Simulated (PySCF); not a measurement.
# RuN(OH)₂ → RuON + H₂O

Level: PBE0 in the def2-TZVP basis family, computed in PySCF with density fitting; scalar-relativistic core potentials for atoms from Rb on, none lighter, no spin–orbit coupling; open shells unrestricted.

```
 species                                                                                                                        state and structure      E (Eh)  ZPE (kJ/mol)  H(298 K) − H(0) (kJ/mol)  S° (J/(mol K))
RuN(OH)₂  doublet, Cs, O–H 0.961 Å (×2), Ru–N 1.566 Å, Ru–O 1.887 Å (×2); H–O–Ru 119.5°, H–O–Ru 121.2°, N–Ru–O 117.6°, N–Ru–O 122.8°, O–Ru–O 119.5°  -301.14142          75.2                      19.0           339.6
    RuON                                                                                     doublet, Cs, Ru–N 1.602 Å, Ru–O 1.721 Å; N–Ru–O 121.4°  -224.67032          13.1                      11.4           279.0
     H₂O                                                                                               singlet, C2v, O–H 0.960 Å (×2); H–O–H 105.1°   -76.37736          56.5                       9.9           188.7
```

What is the electronic reaction energy?

At PBE0/def2-TZVP, ΔE = 246.1 kJ/mol from the differences of the total energies times 2625.5, uphill. 

Add zero-point, thermal and entropy terms for 298.15 K and 1 bar.

ΔZPE = -5.6 and Δ[H(298) − H(0)] = 2.3 kJ/mol give ΔH° = 242.8 kJ/mol. ΔS° = 128.1 J/(mol K), so ΔG° = 242.8 − 298.15 × (0.1281) = 205 kJ/mol. ΔG° would change sign near 1900 K if ΔH° and ΔS° stayed fixed.

Some spin contamination: RuON (⟨S²⟩ 0.98). Open d or f shells are single determinants, so the state found may not be the ground state. Only the bonding shown was studied: isomers, or loss of a ligand pair, can lie lower.
